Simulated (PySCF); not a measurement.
Give a GFN2-xTB geometry of `C=CO/C(=C\Cl)C(F)(F)F`.

```xyz
14
C5H4ClF3O angstrom
C      1.7080   -1.0717    0.4106
C      1.3298   -0.8127   -0.8267
O      0.3999    0.1168   -1.2260
C     -0.4929    0.6071   -0.3313
C     -0.6995    1.9126   -0.1376
Cl     0.2421    3.1057   -0.8996
C     -1.3934   -0.3803    0.3949
F     -2.6833   -0.0187    0.3029
F     -1.1298   -0.4489    1.7129
F     -1.2997   -1.6175   -0.0885
H      1.2913   -0.5708    1.2674
H      2.4645   -1.8086    0.5990
H      1.7547   -1.2877   -1.6980
H     -1.4923    2.2743    0.4978
```

Any rigid rotation of these coordinates is as good. Atoms count from 1 in this order. The C–C distances run from 1.320 Å (C1=C2, drawn double) to 1.521 Å (C4–C7, drawn single), a spread of 0.201 Å. O3 (ether oxygen) is bent (angle 119.9°). Of the pairs four or more bonds apart, C2···F10 is among the closest relative to their van der Waals radii: 2.85 Å, 90 % of the sum of Bondi's values.

Bonds between heavy atoms (Å): C1=C2 1.320, C2–O3 1.374, O3–C4 1.356, C4=C5 1.336, C5–Cl6 1.700, C4–C7 1.521, C7–F8 1.343, C7–F9 1.346, C7–F10 1.332.

Computed geometry: GFN2-xTB, gas phase.

Point group: C1 (no symmetry element, even within 0.4 Å). No GFN2-xTB frequencies stand behind this structure, so it isn't proved a minimum. One conformer, not necessarily the lowest (C1–C2–O3–C4 -19°, C2–O3–C4–C5 128°).
